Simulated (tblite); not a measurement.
Species: C6H5S (charge -1).
Numbering: `[S-:1][c:2]1[cH:3][cH:4][cH:5][cH:6][cH:7]1` (hydrogens: H8 on C3; H9 on C4; H10 on C5; H11 on C6; H12 on C7)
Bond orders are those of one Lewis drawing.

Computed with GFN2-xTB (tblite), gas phase: Langevin dynamics at 400 K from the optimised GFN2-xTB geometry, time step 0.5 fs, friction 0.01 fs⁻¹, 2000 steps.

Start geometry:
```
atom  x, y, z in Å
S1      2.926   -0.929    0.010
C2      1.302   -0.412    0.003
C3      0.964    0.954    0.037
C4     -0.349    1.365    0.032
C5     -1.384    0.439   -0.008
C6     -1.070   -0.915   -0.042
C7      0.239   -1.334   -0.037
H8      1.766    1.681    0.070
H9     -0.580    2.426    0.059
H10    -2.418    0.766   -0.011
H11    -1.871   -1.649   -0.073
H12     0.477   -2.391   -0.064
```

The statistics below take the 31 frames saved every 25 fs from 250 to 1000 fs; their kinetic temperature (all 3N coordinates) averages 377 K.

Problem. How do the bond lengths spread?

Solution. 
| bond | start (Å) | mean (Å) | standard deviation (Å) | shortest (Å) | longest (Å) |
| --- | --- | --- | --- | --- | --- |
| S1–C2 | 1.704 | 1.711 | 0.037 | 1.620 | 1.769 |
| C2–C3 | 1.408 | 1.405 | 0.027 | 1.367 | 1.503 |
| C3–C4 | 1.375 | 1.375 | 0.019 | 1.340 | 1.423 |
| C4–C5 | 1.390 | 1.395 | 0.035 | 1.326 | 1.457 |
| C5–C6 | 1.390 | 1.396 | 0.029 | 1.344 | 1.476 |
| C6–C7 | 1.375 | 1.378 | 0.028 | 1.329 | 1.435 |
| C2–C7 | 1.408 | 1.411 | 0.033 | 1.340 | 1.486 |
| C3–H8 | 1.083 | 1.085 | 0.022 | 1.041 | 1.135 |
| C4–H9 | 1.087 | 1.088 | 0.029 | 1.040 | 1.154 |
| C5–H10 | 1.084 | 1.097 | 0.039 | 1.033 | 1.186 |
| C6–H11 | 1.087 | 1.090 | 0.032 | 1.018 | 1.183 |
| C7–H12 | 1.083 | 1.090 | 0.024 | 1.025 | 1.135 |

Problem. Give the same statistics for bond angles, one of each kind among heavy atoms.

Solution. 
| angle | start (°) | mean (°) | standard deviation (°) | smallest (°) | largest (°) |
| --- | --- | --- | --- | --- | --- |
| S1–C2–C3 | 121.5 | 120.5 | 3.7 | 114.9 | 128.2 |
| C3–C2–C7 | 117.1 | 117.0 | 2.6 | 111.9 | 122.6 |
| C2–C3–C4 | 121.3 | 121.3 | 2.2 | 115.2 | 126.1 |
| C3–C4–C5 | 120.8 | 120.4 | 3.8 | 112.5 | 126.7 |
| C4–C5–C6 | 118.8 | 118.6 | 3.6 | 112.1 | 125.4 |

Problem. How far does each atom move about its mean position (frames aligned on the start, all atoms weighted alike), and what rms force does it feel?

Solution. 
```json
{"atom": "S1", "rms displacement (Å)": "0.13", "rms force (eV/Å)": "1.09"}
{"atom": "C2", "rms displacement (Å)": "0.08", "rms force (eV/Å)": "1.94"}
{"atom": "C3", "rms displacement (Å)": "0.09", "rms force (eV/Å)": "1.67"}
{"atom": "C4", "rms displacement (Å)": "0.08", "rms force (eV/Å)": "2.08"}
{"atom": "C5", "rms displacement (Å)": "0.09", "rms force (eV/Å)": "2.28"}
{"atom": "C6", "rms displacement (Å)": "0.07", "rms force (eV/Å)": "1.99"}
{"atom": "C7", "rms displacement (Å)": "0.08", "rms force (eV/Å)": "2.01"}
{"atom": "H8", "rms displacement (Å)": "0.15", "rms force (eV/Å)": "0.96"}
{"atom": "H9", "rms displacement (Å)": "0.16", "rms force (eV/Å)": "1.06"}
{"atom": "H10", "rms displacement (Å)": "0.13", "rms force (eV/Å)": "1.21"}
{"atom": "H11", "rms displacement (Å)": "0.11", "rms force (eV/Å)": "1.07"}
{"atom": "H12", "rms displacement (Å)": "0.13", "rms force (eV/Å)": "0.89"}
```

The displacements run from 0.07 to 0.16 Å.

The run is classical and short, so these are rough statistics of one trajectory.

What follows is the cost of the whole dynamics run. Time: 8.3 s; peak memory 0.18 GiB. Hardware: one thread, INTEL XEON PLATINUM 8581C at 2.30 GHz (x86_64), shared host with 48 logical CPUs at a one-minute load of 19.
